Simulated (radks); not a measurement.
The niobium ion Nb+ inside a hard spherical wall (all orbitals vanish at R), configuration held at [Kr] 4d4 and not refilled when levels cross. Method: scalar-relativistic Kohn-Sham, PBEsol, spin-polarised, spherical densities, finite nucleus; open shells are filled with parallel spins first (spin-orbit coupling, left out, can overturn this in heavy ions); Fermi nuclear charge, rms radius 4.324 fm; computed with a radial shooting solver on a logarithmic mesh with Libxc functionals. Eigenvalues in eV for spin up, with the zero of energy where the potential of the charges vanishes at infinity; a dash marks a level that is unbound or too diffuse for the functional's potential to be trusted. A positive occupied level is held by the wall or, in an anion where self-interaction has pushed it up, behind a barrier. The pressure on the wall is -dE/dV.

| R (bohr) | E (hartree) | kinetic (hartree) | e(3d) | e(4s) | e(4p) | e(4d) | e(5s, empty) | e(5p, empty) | pressure (GPa) |
|---|---|---|---|---|---|---|---|---|---|
| free | -3817.29962 | 3929.995 | -202.36 | -65.294 | -41.606 | -10.151 | -9.957 | -6.007 | 0 |
| 20 | -3817.29962 | 3929.995 | -202.36 | -65.294 | -41.606 | -10.151 | -9.957 | -6.007 | < 0.0001 |
| 8 | -3817.29906 | 3930.001 | -202.31 | -65.248 | -41.562 | -10.112 | -9.891 | -5.732 | 0.0302 |
| 6 | -3817.28951 | 3930.069 | -201.83 | -64.819 | -41.152 | -9.729 | -9.185 | -4.234 | 0.937 |
| 5 | -3817.25762 | 3930.246 | -200.81 | -63.930 | -40.313 | -8.874 | -7.455 | -1.406 | 5.62 |
| 4 | -3817.11804 | 3930.897 | -197.98 | -61.627 | -38.144 | -6.333 | -1.690 | 6.753 | 40.5 |
| 3.5 | -3816.89924 | 3931.875 | -194.88 | -59.279 | -35.887 | -3.381 | 5.593 | 16.209 | 126 |
| 3 | -3816.33688 | 3934.381 | -188.96 | -55.044 | -31.618 | 2.450 | 20.649 | 34.529 | 468 |
| 2.5 | -3814.66540 | 3941.543 | -176.54 | -46.249 | -22.153 | 15.233 | 54.429 | 73.027 | 2130 |
| 2 | -3808.87000 | 3963.584 | -149.09 | -24.213 | 2.630 | 46.910 | 138.24 | 163.13 | 12300 |
| 1.5 | -3784.95859 | 4039.547 | -87.124 | 48.093 | 82.990 | 140.12 | 379.20 | 409.85 | 98200 |
